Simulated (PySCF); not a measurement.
**C₆ coefficients of unlike pairs at LC-wPBE**

Calculated with PySCF 2.14 from the dipole response of each species, C₆(A,B) = (3/π) ∫ α_A(iu) α_B(iu) du, in atomic units, from isotropic polarisabilities. For ions this is the dispersion term alone; charge-induced terms of lower order in 1/R come first.

| species | configuration | basis | relativity | α (bohr³) | C₆ (like pair) |
| --- | --- | --- | --- | --- | --- |
| S(2+) | [Ne] 3s2 3p2 (3P) | def2-TZVPPD (6s6p4d1f) | none | 7.299 | 26.38 |
| B(3+) | 1s2 (1S) | aug-cc-pVQZ with one added diffuse shell each of s, p, d, f, g type (7s6p5d4f3g) | none | 0.02001 | 0.002495 |
| Zr | [Kr] 4d2 5s2 (3F) | def2-TZVPPD with the def2 core potential (28 electrons) (6s4p3d2f1g) | core potential | 138.5 | 1983 |
| Ga+ | [Ar] 3d10 4s2 (1S) | aug-cc-pVQZ-PP with ECP10MDF (7s6p5d3f2g) | core potential | 18.89 | 96.17 |

(1) Estimate C₆ for Ga+ with Zr.

No spin-orbit coupling is included.

The other pairs:

| pair | C₆ |
| --- | --- |
| B(3+), S(2+) | 0.1429 |
| Ga+, S(2+) | 48.63 |
| Ga+, B(3+) | 0.2244 |
| Zr, B(3+) | 0.6992 |
| Zr, S(2+) | 184.7 |

Results:

(1) The integral gives 401.7. The combination rule 2 C_A C_B / (C_A α_B/α_A + C_B α_A/α_B) gives 391.1 and the geometric mean 436.8.
